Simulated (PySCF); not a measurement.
C2H6GeO3.

```xyz
12

C      2.2072    -0.7543     0.3199
C      1.3167     0.1523    -0.4744
O      1.7131     0.9458    -1.2929
Ge    -0.6508     0.0668    -0.1316
O     -1.1104     1.1021     1.2428
O     -0.9557    -1.5895     0.4242
H      1.8491    -1.7927     0.2412
H      3.2496    -0.6634    -0.0160
H      2.1289    -0.4828     1.3862
H     -1.4786     0.4646    -1.3714
H     -1.4696     1.9545     0.9752
H     -1.7719    -1.6723     0.9298
```
Charge 0, spin multiplicity 1.

Coordinates come from a PBE0-D3(BJ)/def2-SVP optimisation. The structure was generated by enumeration, and PubChem lists no compound with its InChIKey, so it may never have been made. The values are those of a single conformer.

Computed with PySCF with PBE/pcSseg-1. Non-relativistic, no solvent.

### Question
Give the absolute GIAO shielding of each atom: isotropic value and principal components (ppm). (The exact figures need the calculation; the answer reports its results.)

### Answer

```csv
atom,σ(iso),σ11,σ22,σ33,span
C1,141.1,108.2,130.2,185.0,76.9
C2,-52.3,-126.2,-106.6,76.0,202.2
O3,-446.8,-1177.1,-469.2,305.9,1483.0
Ge4,1310.5,1181.9,1314.0,1435.6,253.7
O5,276.6,221.7,301.1,306.9,85.1
O6,279.5,236.6,292.5,309.5,72.9
H7,28.0,24.2,29.5,30.4,6.2
H8,29.2,26.6,26.8,34.1,7.5
H9,28.5,25.6,28.7,31.1,5.6
H10,25.5,19.2,20.4,36.9,17.6
H11,30.1,21.6,25.2,43.4,21.8
H12,30.1,21.9,25.7,42.6,20.8
```
